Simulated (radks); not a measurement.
Valence configurations of the praseodymium ion Pr+ (all share [Xe]). All-electron calculation, scalar-relativistic Kohn-Sham, LDA (Slater exchange, Perdew-Wang correlation), spin-polarised, spherical densities, point nucleus; open shells are filled with parallel spins first (spin-orbit coupling, left out, can overturn this in heavy ions). Program: a radial shooting solver on a logarithmic mesh with Libxc functionals. Energies are relative to 4f3 6s1; eigenvalues in eV for spin up.

| valence | E (eV) | moment (Bohr magnetons) | e(4f) | e(5d) | e(6p) | e(6s) |
|---|---|---|---|---|---|---|
| 4f3 6s1 | 0.000 | 4 | -7.919 | - | - | -8.641 |
| 4f2 6s2 | 2.739 | 2 | -15.331 | - | - | -9.797 |
| 4f4 | 2.609 | 4 | -3.167 | - | - | - |
| 4f3 5d0.5 6s0.5 | 0.426 | 4 | -7.033 | -7.263 | - | -8.186 |
| 4f3 5d1 | 0.917 | 4 | -6.179 | -6.662 | - | - |
| 4f2.5 6s1 6p0.5 | 1.954 | 4 | -11.912 | - | -6.408 | -9.716 |
| 4f2 5d2 | 2.194 | 4 | -11.024 | -7.866 | - | - |
| 4f3.5 6p0.5 | 2.300 | 4 | -5.621 | - | -5.367 | - |
| 4f2 6s1 6p1 | 5.635 | 4 | -16.358 | - | -7.156 | -10.746 |
| 4f2.5 6s1.5 | 0.677 | 3 | -11.393 | - | - | -9.231 |

NIST lists [Xe] 4f3 6s1 as the ground configuration; this level of theory agrees among the configurations tried. The energies are those of spherical high-spin densities, not of single terms.
